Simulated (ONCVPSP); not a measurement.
Which change was made? (As, ONCV)

* Element: arsenic
* Generator: ONCVPSP 4.0.1
* Type: optimised norm-conserving Vanderbilt (ONCV)
* Functional: PBE
* Relativity: scalar-relativistic
* Frozen core: [Ar]
* Valence charge: 15
* Reference configuration: 3d10 4s2 4p3
* Partial waves: 4s: rc 1.60 bohr, ncon 4, nbas 7, qcut 3.7 1/bohr, 2 projectors, debl 3.4 Ha; 4p: rc 1.65 bohr, ncon 3, nbas 6, qcut 4 1/bohr, 1 projector; 3d: rc 1.00 bohr, ncon 5, nbas 10, qcut 18.7 1/bohr, local
* Local potential: the d channel
* Core correction: polynomial model core, fcfact 0.25

Cutoffs, loose and tight: the cutoffs (Ha) at which the residual kinetic energy of the hardest occupied pseudo-wave falls to 1 and 0.1 mHa per electron. They do not see the model core or the augmentation charge, which bear on the density cutoff. Test errors are all-electron minus pseudo excitation energies from the reference, over the configurations 3d10 4s2 4p2; 3d10 4s2 4p1; 3d10 4s2 4p0; 3d10 4s1 4p4; variants that change the core or the reference have their own tests.

The base gives: outcome: generated; cutoff, loose: 129 Ha; cutoff, tight: 145 Ha; bound ghosts: s, p; GHOST(+) flags above zero: s; largest test error (meV): -12.

Problem. After one change the result is: outcome: generated; cutoff, loose: 129 Ha; cutoff, tight: 145 Ha; bound ghosts: s, p; GHOST(+) flags above zero: s; largest test error (meV): -23. Which change was it?
A. p: rc 1.8
B. p: rc 2.36
C. p: rc 1.34

Solution. C. The others give: p: rc 2.36 → outcome: generated; cutoff, loose: 129 Ha; cutoff, tight: 145 Ha; bound ghosts: s, p; GHOST(+) flags above zero: s; largest test error (meV): -88 | p: rc 1.8 → outcome: generated; cutoff, loose: 129 Ha; cutoff, tight: 145 Ha; bound ghosts: s, p; GHOST(+) flags above zero: s; largest test error (meV): -17.
